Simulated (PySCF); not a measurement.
Simulation results for AlBH$_{4}$NSi, CH$_{4}$Al$_{2}$B, AlH$_{3}$NSi, Al$_{2}$H$_{3}$O and others

All values are calculated (PySCF 2.14.0). Calculation on a computer-drawn molecule: the log of a Hartree-Fock and frozen-core CCSD(T) single point meant for a local Hartree-Fock minimum, with one planted fault or none, to be diagnosed. Offsets are logged minus clean, where the clean run is the same molecule without the fault. The reference is restricted for singlets and unrestricted otherwise, and also for a bond in bohr or an excited solution. Adding or removing an electron swaps singlet and doublet. The excited solution moves the top pair (singlet) or top alpha electron (doublet) to the lowest empty orbital. Highest occupied and lowest empty are orbital energies over both spins, largest force is the largest gradient component, triples share is (T) over the correlation energy, the T1 limit is 0.02 restricted and 0.045 unrestricted, electrons count all cores, a negative frequency is imaginary (commonest isotopes), and the dipole is about the centre of nuclear charge.

Common to all runs: meant multiplicity 1; meant basis cc-pV(D+d)Z; logged SCF converged yes; logged CC converged yes; logged SCF stable within its kind yes; possible faults no fault, one electron removed, one electron added, multiplicity raised by two, geometry at a saddle point, SCF held on an excited solution, minimal basis STO-3G, one bond length entered in bohr, all coordinates scaled.

(1) 
```xyz
8
formula=AlBH4NSi meant_charge=1 logged_electrons=41 logged_basis_functions=94 logged_spin_squared=0.7894 logged_highest_occupied=-20.378 logged_lowest_empty=-11.263 logged_largest_force=0.087159 logged_T1_diagnostic=0.046845 logged_D1_diagnostic=0.22604 logged_triples_share=0.034027 logged_dipole_magnitude=3.0132 logged_energy_HF=-611.61175 logged_energy_CCSD(T)=-612.01316 planted_fault=one_electron_removed HF_energy_offset_from_clean_run=284.4 CCSD(T)_energy_offset_from_clean_run=306.3
Al     1.5371    -0.4133    -3.5906
B     -0.5421     0.1519    -3.0021
N     -0.6758     0.5322    -1.7169
Si    -1.1051     1.0123    -0.2747
H      3.0326    -0.7810    -3.8733
H     -1.3626     0.0734    -3.8643
H     -1.4987     0.0596     0.7619
H     -1.0406     2.4206     0.1121
```

Units: logged_highest_occupied, logged_lowest_empty in eV; logged_largest_force in hartree/bohr; logged_dipole_magnitude in debye; logged_energy_HF, logged_energy_CCSD(T) in hartree; HF_energy_offset_from_clean_run, CCSD(T)_energy_offset_from_clean_run in kcal/mol.

Drawn bonds:
| atom | other atom | order |
| --- | --- | --- |
| 1 | 2 | 1 |
| 2 | 3 | 1 |
| 3 | 4 | 2 |
| 1 | 5 | 1 |
| 2 | 6 | 1 |
| 4 | 7 | 1 |
| 4 | 8 | 1 |

Notes: T1 above single-reference limit.

(2) 
```xyz
8
formula=CH4Al2B meant_charge=1 logged_electrons=39 logged_basis_functions=94 logged_spin_squared=0.756 logged_highest_occupied=-19.482 logged_lowest_empty=-11.594 logged_largest_force=0.058888 logged_T1_diagnostic=0.015461 logged_D1_diagnostic=0.041442 logged_triples_share=0.025444 logged_dipole_magnitude=7.8816 logged_energy_HF=-547.95049 logged_energy_CCSD(T)=-548.26622 planted_fault=one_electron_removed HF_energy_offset_from_clean_run=293.1 CCSD(T)_energy_offset_from_clean_run=323.9
Al     1.6481     0.5335     1.0059
C      0.4665    -0.8528     1.2155
B     -0.9137    -0.7594     0.9383
Al    -3.0389    -0.5789     0.4979
H      2.6442     1.7000     0.8300
H      0.8694    -1.8024     1.5781
H     -3.4714     0.8363    -0.0126
H     -3.8946    -1.8632     0.7346
```

Units: logged_highest_occupied, logged_lowest_empty in eV; logged_largest_force in hartree/bohr; logged_dipole_magnitude in debye; logged_energy_HF, logged_energy_CCSD(T) in hartree; HF_energy_offset_from_clean_run, CCSD(T)_energy_offset_from_clean_run in kcal/mol.

Drawn bonds:
| atom | other atom | order |
| --- | --- | --- |
| 1 | 2 | 1 |
| 2 | 3 | 2 |
| 3 | 4 | 1 |
| 1 | 5 | 1 |
| 2 | 6 | 1 |
| 4 | 7 | 1 |
| 4 | 8 | 1 |

(3) 
```xyz
6
formula=AlH3NSi meant_charge=1 logged_electrons=36 logged_basis_functions=75 logged_spin_squared=2.017 logged_highest_occupied=-10.596 logged_lowest_empty=-6.2989 logged_largest_force=0.1236 logged_T1_diagnostic=0.042429 logged_D1_diagnostic=0.16371 logged_triples_share=0.029278 logged_dipole_magnitude=6.3626 logged_energy_HF=-586.68366 logged_energy_CCSD(T)=-586.99425 planted_fault=multiplicity_raised_by_two HF_energy_offset_from_clean_run=81.62 CCSD(T)_energy_offset_from_clean_run=96.33
Al    -0.0336     2.4625    -1.3220
N     -0.6309     1.0631    -1.9945
Si    -1.1976    -0.2773    -2.6349
H      0.5180     3.7567    -0.6991
H     -0.3255    -1.3849    -3.0273
H     -2.6263    -0.4868    -2.8716
```

Units: logged_highest_occupied, logged_lowest_empty in eV; logged_largest_force in hartree/bohr; logged_dipole_magnitude in debye; logged_energy_HF, logged_energy_CCSD(T) in hartree; HF_energy_offset_from_clean_run, CCSD(T)_energy_offset_from_clean_run in kcal/mol.

Drawn bonds:
| atom | other atom | order |
| --- | --- | --- |
| 1 | 2 | 1 |
| 2 | 3 | 2 |
| 1 | 4 | 1 |
| 3 | 5 | 1 |
| 3 | 6 | 1 |

(4) 
```xyz
6
formula=AlH3NSi meant_charge=1 logged_electrons=37 logged_basis_functions=75 logged_spin_squared=0.8829 logged_highest_occupied=-4.8916 logged_lowest_empty=1.513 logged_largest_force=0.03238 logged_T1_diagnostic=0.032242 logged_D1_diagnostic=0.096414 logged_triples_share=0.036417 logged_dipole_magnitude=2.2248 logged_energy_HF=-586.97135 logged_energy_CCSD(T)=-587.33084 planted_fault=one_electron_added HF_energy_offset_from_clean_run=-98.91 CCSD(T)_energy_offset_from_clean_run=-114.9
Al    -0.0336     2.4625    -1.3220
N     -0.6309     1.0631    -1.9945
Si    -1.1976    -0.2773    -2.6349
H      0.5180     3.7567    -0.6991
H     -0.3255    -1.3849    -3.0273
H     -2.6263    -0.4868    -2.8716
```

Units: logged_highest_occupied, logged_lowest_empty in eV; logged_largest_force in hartree/bohr; logged_dipole_magnitude in debye; logged_energy_HF, logged_energy_CCSD(T) in hartree; HF_energy_offset_from_clean_run, CCSD(T)_energy_offset_from_clean_run in kcal/mol.

Drawn bonds:
| atom | other atom | order |
| --- | --- | --- |
| 1 | 2 | 1 |
| 2 | 3 | 2 |
| 1 | 4 | 1 |
| 3 | 5 | 1 |
| 3 | 6 | 1 |

(5) 
```xyz
6
formula=Al2H3O meant_charge=1 logged_electrons=36 logged_basis_functions=75 logged_spin_squared=0.8468 logged_highest_occupied=-12.443 logged_lowest_empty=-4.1039 logged_largest_force=0.0099033 logged_T1_diagnostic=0.060239 logged_D1_diagnostic=0.22361 logged_triples_share=0.029208 logged_dipole_magnitude=5.9921 logged_energy_HF=-560.18499 logged_energy_CCSD(T)=-560.4986 planted_fault=one_bond_length_entered_in_bohr,row_5_of_the_drawn_bonds HF_energy_offset_from_clean_run=63.42 CCSD(T)_energy_offset_from_clean_run=70.85
Al    -2.6462    -1.4933    -1.1619
O     -1.1510    -1.9604    -0.8011
Al     0.4886    -2.4728    -0.4067
H     -4.0753    -1.0459    -1.5063
H      1.5916    -1.7145    -1.2035
H      0.6094    -4.5952     1.6296
```

Units: logged_highest_occupied, logged_lowest_empty in eV; logged_largest_force in hartree/bohr; logged_dipole_magnitude in debye; logged_energy_HF, logged_energy_CCSD(T) in hartree; HF_energy_offset_from_clean_run, CCSD(T)_energy_offset_from_clean_run in kcal/mol.

Drawn bonds:
| atom | other atom | order |
| --- | --- | --- |
| 1 | 2 | 1 |
| 2 | 3 | 1 |
| 1 | 4 | 1 |
| 3 | 5 | 1 |
| 3 | 6 | 1 |

Notes: T1 above single-reference limit.

(6) 
```xyz
6
formula=Al2H4 meant_charge=0 logged_electrons=30 logged_basis_functions=66 logged_spin_squared=0 logged_highest_occupied=-9.1726 logged_lowest_empty=0.66113 logged_largest_force=1.082e-05 logged_lowest_frequency=113.58 logged_T1_diagnostic=0.012146 logged_D1_diagnostic=0.020015 logged_triples_share=0.017802 logged_dipole_magnitude=0.0005634 logged_energy_HF=-486.1282 logged_energy_CCSD(T)=-486.30538 planted_fault=no_fault HF_energy_offset_from_clean_run=0 CCSD(T)_energy_offset_from_clean_run=0
Al     0.0337    -0.9673    -0.7349
Al     1.8453     0.8036    -0.0473
H     -1.1233    -0.6287    -1.7708
H      0.0292    -2.4411    -0.1396
H      1.6383     1.7830     1.1873
H      3.2136     0.9595    -0.8410
```

Units: logged_highest_occupied, logged_lowest_empty in eV; logged_largest_force in hartree/bohr; logged_lowest_frequency in cm⁻¹; logged_dipole_magnitude in debye; logged_energy_HF, logged_energy_CCSD(T) in hartree; HF_energy_offset_from_clean_run, CCSD(T)_energy_offset_from_clean_run in kcal/mol.

Drawn bonds:
| atom | other atom | order |
| --- | --- | --- |
| 1 | 2 | 1 |
| 1 | 3 | 1 |
| 1 | 4 | 1 |
| 2 | 5 | 1 |
| 2 | 6 | 1 |

(7) 
```xyz
8
formula=AlBH4NSi meant_charge=1 logged_electrons=42 logged_basis_functions=94 logged_spin_squared=0.8547 logged_highest_occupied=-12.391 logged_lowest_empty=-4.4431 logged_largest_force=0.0097657 logged_T1_diagnostic=0.05054 logged_D1_diagnostic=0.20907 logged_triples_share=0.039665 logged_dipole_magnitude=3.8061 logged_energy_HF=-611.99427 logged_energy_CCSD(T)=-612.40309 planted_fault=one_bond_length_entered_in_bohr,row_5_of_the_drawn_bonds HF_energy_offset_from_clean_run=62.17 CCSD(T)_energy_offset_from_clean_run=69.74
Al    -0.0492     1.8132     1.1590
B      1.9273     1.2477     0.3980
N      3.0870     0.9155    -0.0479
Si     4.5325     0.5006    -0.6025
H     -0.4220     3.3092     0.9232
H     -1.5253    -0.3902     2.4447
H      5.7156     0.6097     0.2436
H      4.6946     0.0054    -1.9649
```

Units: logged_highest_occupied, logged_lowest_empty in eV; logged_largest_force in hartree/bohr; logged_dipole_magnitude in debye; logged_energy_HF, logged_energy_CCSD(T) in hartree; HF_energy_offset_from_clean_run, CCSD(T)_energy_offset_from_clean_run in kcal/mol.

Drawn bonds:
| atom | other atom | order |
| --- | --- | --- |
| 1 | 2 | 1 |
| 2 | 3 | 1 |
| 3 | 4 | 2 |
| 1 | 5 | 1 |
| 1 | 6 | 1 |
| 4 | 7 | 1 |
| 4 | 8 | 1 |

Notes: T1 above single-reference limit.

(8) 
```xyz
8
formula=Al2BH4O meant_charge=1 logged_electrons=42 logged_basis_functions=94 logged_spin_squared=1.0545 logged_highest_occupied=-14.973 logged_lowest_empty=-4.9612 logged_largest_force=0.032372 logged_T1_diagnostic=0.049052 logged_D1_diagnostic=0.23999 logged_triples_share=0.030507 logged_dipole_magnitude=3.1944 logged_energy_HF=-585.30439 logged_energy_CCSD(T)=-585.69021 planted_fault=one_bond_length_entered_in_bohr,row_2_of_the_drawn_bonds HF_energy_offset_from_clean_run=164.3 CCSD(T)_energy_offset_from_clean_run=183.1
Al    -3.6813    -2.2986     1.2239
B     -2.5426    -0.4207     0.8630
O     -1.3558     1.5366     0.4870
Al    -0.4181     3.0827     0.1902
H     -4.8033    -2.1095     2.2837
H     -3.1593    -3.4772     0.3544
H      0.7929     3.1808     1.1513
H     -1.0694     3.9074    -0.9481
```

Units: logged_highest_occupied, logged_lowest_empty in eV; logged_largest_force in hartree/bohr; logged_dipole_magnitude in debye; logged_energy_HF, logged_energy_CCSD(T) in hartree; HF_energy_offset_from_clean_run, CCSD(T)_energy_offset_from_clean_run in kcal/mol.

Drawn bonds:
| atom | other atom | order |
| --- | --- | --- |
| 1 | 2 | 1 |
| 2 | 3 | 1 |
| 3 | 4 | 1 |
| 1 | 5 | 1 |
| 1 | 6 | 1 |
| 4 | 7 | 1 |
| 4 | 8 | 1 |

Notes: T1 above single-reference limit.
